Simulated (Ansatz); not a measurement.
`[NH2][GeH]([SH])[TeH]` + H₂O → `[NH2][GeH]([OH])[SH]` + H₂Te  (formal hydrolysis of a Ge–Te bond)

Calculated with Ansatz (gas phase, PBE0-D4/def2-TZVP geometries, no zero-point term in ΔE). CBS: MP2 limit from def2 TZ/QZ plus the TZ coupled-cluster correction, frozen cores. This one scheme is used for every species. Elements past krypton have def2 core potentials. For Ge, Te outer-core shells are correlated without core-valence functions, which leaves a few kJ/mol of doubt a bond. Scalar relativity is left out up to krypton. One conformer a species, not always the lowest.

| level | ΔE (kJ/mol) |
| --- | --- |
| CCSD(T)/def2-SVP | 16.4 |
| MP2/def2-TZVPP | 34.2 |

Task: What does CCSD(T)/CBS give? (An estimate is asked.)

Result: The calculation gave: +35.1 kJ/mol. The listed levels differ from it by -18.7, -0.9 kJ/mol.

Largest T1 diagnostic among the species: 0.011.

At CCSD(T), def2-SVP lies −18.7 kJ/mol from the extrapolated value and def2-TZVPP −10.5 kJ/mol. Leaving LDA and LC-ωPBE aside and taking each functional with its dispersion term where it has one, the values, not all of them listed here, spread over 22.8 kJ/mol, from B97M-V to HSE06-D4. The D4 term adds +8.9 kJ/mol with B3LYP and +5.0 kJ/mol with PBE0; it sums over pairs of atoms, weighted by their polarisabilities, and B3LYP, whose exchange is more repulsive, gets the larger term.

B3LYP here is the variant with VWN-RPA as its local correlation; programs differ in this.
